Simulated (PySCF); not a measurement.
# How methods differ on the ionisation energy of Tl²⁺

Tl²⁺ [Xe] 4f14 5d10 6s1 (2S) → Tl³⁺ [Xe] 4f14 5d10 (1S), as a difference of total energies. All numbers are calculated (PySCF 2.14, a scalar-relativistic core potential, in cc-pVTZ-PP with ECP60MDF (5s4p3d1f, 39 functions)). The calculations carry no spin-orbit coupling.

```tsv
method	ionisation energy (eV)
UHF	28.157
r2SCAN	30.121
PBE	30.304
```

For comparison: 29.852 eV (measured; NIST Atomic Spectra Database, ionization energies).
